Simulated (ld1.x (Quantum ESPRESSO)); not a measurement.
The numbers below are computed, except where a source is named.
## Pseudopotentials across the periodic table

Generated with ld1.x 7.5 (TM, RRKJ, ultrasoft, PAW), atompaw 4.2 or ONCVPSP 4.0.1. The cutoff is in Ry: for ld1.x and atompaw files where the sum of valence levels is converged to 10 mRy in a Bessel basis, for ONCV files where the hardest occupied wave has 1 mHa per electron of residual kinetic energy. The error is the largest all-electron minus pseudo excitation energy over each file’s own four to seven test configurations (ionisations up to +4, promotions, holes and added fractions of an electron), all of which were solved. The labels leave out finer settings (local radius, basis sizes, second energies), which also bear on the numbers. Spin-polarised tests are not counted. The rows are a selection from randomly drawn settings: files with unsolved tests, undetermined cutoffs or missed reference levels are left out.

A true bound ghost makes a file unfit for plane-wave use even where its test errors are small: the radial tests pick states by their node count and pass the ghost by.

```tsv
element	potential	cutoff (Ry)	largest error (meV)	bound ghosts
Be	PAW, LDA (PZ), scalar-relativistic, rc 1.55/3.30 (sp), local smoothed, core correction yes, reference 2s2 2p0	10	-6.9	none
N	ultrasoft, PBE, scalar-relativistic, rc 1.20/1.75/1.70 (spd), local smoothed, core correction yes, reference 2s1.75 2p3.25	25	+55	none
V	TM, PBE, scalar-relativistic, rc 2.05/2.90/1.65 (spd), local s, core correction no, reference 3d3 4s1.75 4p0	80	-197	none
Ag	PAW, PBE, scalar-relativistic, rc 1.35/1.60/1.65 (spd), local smoothed, core correction yes, reference 4s2 4p6 4d10 5s0 5p1	50	-41	none
I	TM, LDA (PZ), scalar-relativistic, rc 1.64/1.86/1.44/1.74 (spdf), local smoothed, core correction no, reference 4d10 5s2 5p4.5	110	-152	s
```

**Question.** Fill in the row for Nd: TM semilocal, PBE, scalar-relativistic, rc 3.65/3.35/3.30 (spd), local p, core correction yes, reference 5d1 6s1.5 6p0.

**Answer.** cutoff 12 Ry, largest error -84 meV, bound ghosts: none.

**Question.** Fill in the row for Cr: TM, PBE, scalar-relativistic, rc 1.44/0.94/0.94 (spd), local smoothed, core correction no, reference 3s2 3p6 3d3 4s0 4p0.

**Answer.** cutoff 180 Ry, largest error +1581 meV, bound ghosts: none.
